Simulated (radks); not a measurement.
Values are calculated unless marked as measured or tabulated.
Question: The hydrogen anion H-, [He], held by a Watson sphere: a shell of charge +1 at radius R that stands for the Madelung well of a crystal (potential energy -1/R inside, -1/r outside, in hartree with lengths in bohr). Code: a radial shooting solver on a logarithmic mesh with Libxc functionals. Model: scalar-relativistic Kohn-Sham, LDA (Slater exchange, Perdew-Wang correlation), spin-polarised, spherical densities, point nucleus. Response by self-consistent Sternheimer equations with the Hartree and adiabatic LDA kernel, the relativistic mass of each level held fixed and spin-orbit coupling left out. The sphere does not respond.

R (bohr)  e(1s) (eV)  <r> 1s (bohr)  sum of <r^2> (bohr^2)  X-ray form factor at sin(theta)/lambda = 0.1 1/angstrom  alpha (bohr^3)
1.98          -6.876          1.817                  8.767                                                    1.480           15.67
2.22          -6.382          1.895                  9.578                                                    1.443           18.72
2.24          -6.344          1.902                  9.645                                                    1.440           18.99
2.67          -5.603          2.025                  11.04                                                    1.381           25.16
3.03          -5.085          2.115                  12.15                                                    1.339           30.96
3.23          -4.828          2.160                  12.74                                                    1.318           34.42

Estimate the row for R = 1.37 bohr.

Answer: e(1s) (eV) -8.490; <r> 1s (bohr) 1.585; sum of <r^2> (bohr^2) 6.642; X-ray form factor at sin(theta)/lambda = 0.1 1/angstrom 1.587; alpha (bohr^3) 9.160.
